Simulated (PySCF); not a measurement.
**Energy of Cr⁺ (chromium, charge +1) between two integer charges**

The 3d alpha orbital of [Ar] 3d5 is emptied in steps (occupation f), with all orbitals relaxed, ending at [Ar] 3d4. Calculation: PySCF 2.14, in aug-pcseg-2; the non-relativistic Hamiltonian (point nucleus). The exact energy is a straight line in f; departures are measured from the line between the end points of the same method.

**Question.** Among UHF, LDA, PBE, which shows the largest delocalisation error (convex curve), and which is closest to linear?

**Answer.** Most convex: LDA (-1.684 eV at f = 0.5); closest to linear: UHF (0.558 eV).

```csv
f,UHF (eV),LDA (eV),PBE (eV)
1,0.000,0.000,0.000
0.75,0.447,-1.236,-1.195
0.5,0.558,-1.684,-1.624
0.25,0.392,-1.288,-1.239
0,0.000,0.000,0.000
```

| method | E(f=0) − E(f=1) (eV) | −ε at f=1 (eV) | −ε at f=0.5 (eV) |
| --- | --- | --- | --- |
| UHF | 15.066 | 17.629 | 14.920 |
| LDA | 17.641 | 11.194 | 17.504 |
| PBE | 17.245 | 11.001 | 17.128 |

Reference removal energy between the ground levels: 16.486 eV (measured; NIST Atomic Spectra Database, ionization energies). The calculation has no spin-orbit coupling. The determinant left behind need not be the lowest term of the ion. UHF lacks correlation.
